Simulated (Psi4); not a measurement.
C3H11Si3, doublet, at a GFN2-xTB geometry; B3LYP5/6-31G* (Psi4 1.11).

The Psi4 input:
```
memory 2 GB

molecule mol {
0 2
  C     1.596900   -0.403896   -0.874543
  Si    0.381688   -1.793286   -0.413177
  C    -1.407404   -1.146052   -0.428751
  Si   -1.663248    0.391683    0.664884
  C    -0.400697    1.714825    0.154446
  Si    1.411699    1.151290    0.208610
  H     1.458090   -0.123865   -1.919272
  H     2.617035   -0.776934   -0.795975
  H     0.720374   -2.380030    0.892503
  H    -1.703895   -0.904973   -1.450083
  H    -2.079400   -1.937098   -0.099097
  H    -1.466148    0.028475    2.075205
  H    -3.030956    0.910026    0.497754
  H    -0.635133    2.058458   -0.853395
  H    -0.519080    2.582658    0.801407
  H     1.796961    0.834563    1.591010
  H     2.287416    2.223828   -0.291410
}

set basis 6-31g*
set reference uks

energy('b3lyp5')
print_variables()
```

Question: What does Psi4 print? Leave out banner, timings and long lists.

Answer: 
```
   => Loading Basis Set <=

    Name: 6-31G*
    Role: ORBITAL
    Keyword: BASIS

         ---------------------------------------------------------
                                   SCF
               by Justin Turney, Rob Parrish, Andy Simmonett
                          and Daniel G. A. Smith
                              UKS Reference
         ---------------------------------------------------------

  ==> Geometry <==

    Molecular point group: c1
    Full point group: C1

    Geometry (in Angstrom), charge = 0, multiplicity = 2:

       Center              X                  Y                   Z               Mass
    ------------   -----------------  -----------------  -----------------  -----------------
         C            1.592721908445    -0.384893287629    -0.871064337417    12.000000000000
         SI           0.377509908445    -1.774283287629    -0.409698337417    27.976926534650
         C           -1.411582091555    -1.127049287629    -0.425272337417    12.000000000000
         SI          -1.667426091555     0.410685712371     0.668362662583    27.976926534650
         C           -0.404875091555     1.733827712371     0.157924662583    12.000000000000
         SI           1.407520908445     1.170292712371     0.212088662583    27.976926534650
         H            1.453911908445    -0.104862287629    -1.915793337417     1.007825032230
         H            2.612856908445    -0.757931287629    -0.792496337417     1.007825032230
         H            0.716195908445    -2.361027287629     0.895981662583     1.007825032230
         H           -1.708073091555    -0.885970287629    -1.446604337417     1.007825032230
         H           -2.083578091555    -1.918095287629    -0.095618337417     1.007825032230
         H           -1.470326091555     0.047477712371     2.078683662583     1.007825032230
         H           -3.035134091555     0.929028712371     0.501232662583     1.007825032230
         H           -0.639311091555     2.077460712371    -0.849916337417     1.007825032230
         H           -0.523258091555     2.601660712371     0.804885662583     1.007825032230
         H            1.792782908445     0.853565712371     1.594488662583     1.007825032230
         H            2.283237908445     2.242830712371    -0.287931337417     1.007825032230

  Running in c1 symmetry.

  Rotational constants: A =      0.06769  B =      0.06392  C =      0.03613 [cm^-1]
  Rotational constants: A =   2029.31699  B =   1916.29882  C =   1083.11362 [MHz]
  Nuclear repulsion =  433.791226156310472

  Charge       = 0
  Multiplicity = 2
  Electrons    = 71
  Nalpha       = 36
  Nbeta        = 35

  ==> Algorithm <==

  SCF Algorithm Type is DF.
  DIIS enabled.
  MOM disabled.
  Fractional occupation disabled.
  Guess Type is SAD.
  Energy threshold   = 1.00e-06
  Density threshold  = 1.00e-06
  Integral threshold = 1.00e-12

  ==> Primary Basis <==

  Basis Set: 6-31G*
    Blend: 6-31G*
    Number of shells: 64
    Number of basis functions: 124
    Number of Cartesian functions: 124
    Spherical Harmonics?: false
    Max angular momentum: 2

  ==> DFT Potential <==

   => LibXC <=

    Version 7.1.2
    S. Lehtola, C. Steigemann, M. J. T. Oliveira, and M. A. L. Marques,  SoftwareX 7, 1–5 (2018) (10.1016/j.softx.2017.11.002)

   => Composite Functional: B3LYP5 <=

    B3LYP5 Hyb-GGA Exchange-Correlation Functional

    P. J. Stephens, F. J. Devlin, C. F. Chabalowski, and M. J. Frisch,  J. Phys. Chem. 98, 11623 (1994) (10.1021/j100096a001)

    Deriv               =              1
    GGA                 =           TRUE
    Meta                =          FALSE

    Exchange Hybrid     =           TRUE
    MP2 Hybrid          =          FALSE

   => Exchange Functionals <=

    0.0800   Slater exchange
    0.7200         Becke 88

   => Exact (HF) Exchange <=

    0.2000               HF

   => Correlation Functionals <=

    0.1900   Vosko, Wilk & Nusair (VWN5)
    0.8100   Lee, Yang & Parr

   => LibXC Density Thresholds  <==

    XC_HYB_GGA_XC_B3LYP5:  1.00E-15

   => Molecular Quadrature <=

    Radial Scheme          =       TREUTLER
    Pruning Scheme         =           NONE
    Nuclear Scheme         =       TREUTLER

    Blocking Scheme        =         OCTREE
    BS radius alpha        =              1
    Pruning alpha          =              1
    Radial Points          =             75
    Spherical Points       =            302
    Total Points           =         358839
    Total Blocks           =           2656
    Max Points             =            256
    Max Functions          =            121
    Weights Tolerance      =       1.00E-15

   => Loading Basis Set <=

    Name: (6-31G* AUX)
    Role: JKFIT
    Keyword: DF_BASIS_SCF

  ==> Integral Setup <==

  SCF_SUBTYPE=INCORE selected. In-core MEM_DF algorithm will be used.
  Using in-core AOs.

  ==> MemDFJK: Density-Fitted J/K Matrices <==

    J tasked:                   Yes
    K tasked:                   Yes
    wK tasked:                   No
    Algorithm:                 Core
    Schwarz Cutoff:           1E-12
    Mask sparsity (%):       1.8861
    Fitting Condition:        1E-10

   => Auxiliary Basis Set <=

  Basis Set: (6-31G* AUX)
    Blend: CC-PVDZ-JKFIT
    Number of shells: 279
    Number of basis functions: 908
    Number of Cartesian functions: 908
    Spherical Harmonics?: false
    Max angular momentum: 3

  Minimum eigenvalue in the overlap matrix is 5.6733686923E-03.
  Reciprocal condition number of the overlap matrix is 7.6812221154E-04.
    Using symmetric orthogonalization.

  ==> Pre-Iterations <==

  SCF Guess: Superposition of Atomic Densities via on-the-fly atomic UHF (no occupation information).

   -------------------------
    Irrep   Nso     Nmo
   -------------------------
     A        124     124
   -------------------------
    Total     124     124
   -------------------------

  ==> Iterations <==

                           Total Energy        Delta E     RMS |[F,P]|

   @DF-UKS iter SAD:  -988.47656953458250   -9.88477e+02   0.00000e+00
   @DF-UKS iter   1:  -988.56255076559410   -8.59812e-02   8.49361e-03 DIIS/ADIIS
   @DF-UKS iter   2:  -987.99206231597316    5.70488e-01   1.10318e-02 DIIS/ADIIS
   @DF-UKS iter   3:  -989.14019515189682   -1.14813e+00   8.47715e-04 DIIS/ADIIS
   @DF-UKS iter   4:  -989.14735652636148   -7.16137e-03   2.78894e-04 DIIS/ADIIS
   @DF-UKS iter   5:  -989.14811809991227   -7.61574e-04   5.87242e-05 DIIS
   @DF-UKS iter   6:  -989.14814633080164   -2.82309e-05   2.53705e-05 DIIS
   @DF-UKS iter   7:  -989.14815169367944   -5.36288e-06   5.40851e-06 DIIS
   @DF-UKS iter   8:  -989.14815202016075   -3.26481e-07   1.43737e-06 DIIS
   @DF-UKS iter   9:  -989.14815204622471   -2.60640e-08   4.25447e-07 DIIS
  Energy and wave function converged.

  ==> Post-Iterations <==

   Electrons on quadrature grid:
      Nalpha   =   35.9999924410 ; deviation = -7.559e-06
      Nbeta    =   34.9999952789 ; deviation = -4.721e-06
      Ntotal   =   70.9999877199 ; deviation = -1.228e-05

   @Spin Contamination Metric:   1.428387406E-03
   @S^2 Expected:                7.500000000E-01
   @S^2 Observed:                7.514283874E-01
   @S   Expected:                5.000000000E-01
   @S   Observed:                5.000000000E-01

    Orbital Energies [Eh]
    ---------------------

    Alpha Occupied:

[...]
    Alpha Virtual:

[...]
     124A      4.233972

    Beta Occupied:

[...]
    Beta Virtual:

[...]
    Final Occupation by Irrep:
              A
    DOCC [    35 ]
    SOCC [     1 ]
    NA   [    36 ]
    NB   [    35 ]

  @DF-UKS Final Energy:  -989.14815204622471

   => Energetics <=

    Nuclear Repulsion Energy =            433.7912261563104721
    One-Electron Energy =               -2228.5404368112585871
    Two-Electron Energy =                 872.4861664555037351
    DFT Exchange-Correlation Energy =     -66.8851078467804854
    Empirical Dispersion Energy =           0.0000000000000000
    VV10 Nonlocal Energy =                  0.0000000000000000
    Total Energy =                       -989.1481520462247090

  UHF NO Occupations:
  HONO-2 :   34  A 1.9999407
  HONO-1 :   35  A 1.9994793
  HONO-0 :   36  A 1.0000000
  LUNO+0 :   37  A 0.0005207
  LUNO+1 :   38  A 0.0000593
  LUNO+2 :   39  A 0.0000543
  LUNO+3 :   40  A 0.0000472

Computation Completed

Properties will be evaluated at   0.000000,   0.000000,   0.000000 [a0]

Properties computed using the SCF density matrix

 Multipole Moments:

 ------------------------------------------------------------------------------------
     Multipole            Electronic (a.u.)      Nuclear  (a.u.)        Total (a.u.)
 ------------------------------------------------------------------------------------

 L = 1.  Multiply by 2.5417464519 to convert [e a0] to [Debye]
 Dipole X            :          0.4541689           -0.5605693           -0.1064004
 Dipole Y            :         -2.3171050            2.5495818            0.2324768
 Dipole Z            :         -0.7967573            0.4667284           -0.3300289
 Magnitude           :                                                    0.4174752

 ------------------------------------------------------------------------------------

  Variable Map:
  ----------------------------------------------------------------------------
[...]
  Array Variable Map:
  ----------------------------------------------------------------------------
[...]
[...]
```
